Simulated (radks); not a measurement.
Effect of the nuclear size on neutral hafnium, [Xe] 4f14 5d2 6s2. Calculated with a radial shooting solver on a logarithmic mesh with Libxc functionals: Dirac Kohn-Sham, exchange-only LDA, spin-unpolarised, spherical densities, finite nucleus; open shells are shared between the two j in proportion to 2j + 1; Fermi nuclear charge, rms radius 5.347 fm. The rms radius is varied about that value; shifts are against it.

rms radius (fm),total energy shift (eV),density at nucleus (e/bohr^3),1s1/2 shift (meV),2s1/2 shift (meV),5s1/2 shift (meV),5p1/2 shift (meV),6s1/2 shift (meV),5d5/2 shift (meV),6p1/2 (empty) shift (meV)
4.3097,-17.2,1.292e+06,-7000,-968,-8.13,0.567,-0.510,0.436,0.156
5.1438,-3.56,1.219e+06,-1450,-201,-1.69,0.117,-0.106,0.090,0.032
5.347,0,1.204e+06,0.000,0.000,0.000,0.000,0.000,0.000,0.000
5.7052,6.51,1.179e+06,2650,366,3.08,-0.214,0.193,-0.165,-0.059
6.0956,13.9,1.153e+06,5670,783,6.59,-0.458,0.413,-0.353,-0.126

Slopes of the eigenvalues against <r^2> in GHz/fm^2, as finite differences over the two radii next to the reference (eigenvalue slopes, not the field-shift constants of lines): 1s1/2 163000, 2s1/2 22500, 5s1/2 189, 5p1/2 -13.2, 6s1/2 11.9, 5d5/2 -10.1, 6p1/2 (empty) -3.62.
